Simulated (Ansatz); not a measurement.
Ansatz (a first-principles code) input (PBE/def2-TZVPD):

Ansatz 0.2 input:
```yaml
crystal:
  periodic: [false, false, false]
  atoms:
    - {symbol: C, position_ang: [-1.92056800, -0.01366749, 0.10738180]}
    - {symbol: Ge, position_ang: [-0.00006433, -0.00000046, 0.00000360]}
    - {symbol: F, position_ang: [0.76885681, -0.17703797, 1.53354076]}
    - {symbol: F, position_ang: [0.63599185, -1.26737598, -0.98158189]}
    - {symbol: F, position_ang: [0.63423694, 1.45892486, -0.66596717]}
    - {symbol: H, position_ang: [-2.24592814, -0.96002637, 0.53482816]}
    - {symbol: H, position_ang: [-2.24706722, 0.80958751, 0.73969043]}
    - {symbol: H, position_ang: [-2.33330851, 0.10186030, -0.89284985]}
basis:
  gaussian:
    orbitals: def2-TZVPD
hamiltonian:
  xc: {name: PBE}
total_charge: 1
magnetization: {spin_polarized: true, initial_magnetization: 1}
```

End of the output:

```
integrals: 0.19 GiB planned
1291 factors; their error is unknown
0.37 GiB of the device are held for the grids
1.39 GiB of device memory are held for the factors and their scratch space
mean field: 1.35 GiB planned
mean field evaluation 1: about -65714.9496 eV, gradient 7.8e1 eV
mean field evaluation 2: about -65640.1041 eV, gradient 1.7e2 eV
mean field evaluation 4: about -65728.2710 eV, gradient 2.9e1 eV
mean field evaluation 8: about -65732.6986 eV, gradient 3.3e0 eV
mean field evaluation 16: about -65732.7158 eV, gradient 1.8e-3 eV
mean field evaluation 32: about -65730.2194 eV, gradient 1.5e1 eV
mean field evaluation 64: about -65731.8344 eV, gradient 1.1e0 eV
mean field evaluation 96: about -65729.8635 eV, gradient 1.1e1 eV
mean field -65732.71578806 eV, -2415.6327499761 hartree, gradient 6.2e-6 eV, S^2 0.752789; 11 other end points of the search recorded, 0 dependent functions left out
reference -65732.71584681 eV, -2415.6327521351 hartree; 34, 33 occupied and 204, 205 virtual orbitals, 1291 factors
Total energy: -65732.71584681 eV, -2415.6327521351 hartree
```

This state (charge 1, doublet) is run at the relaxed geometry of the species with charge 0 and multiplicity 1.
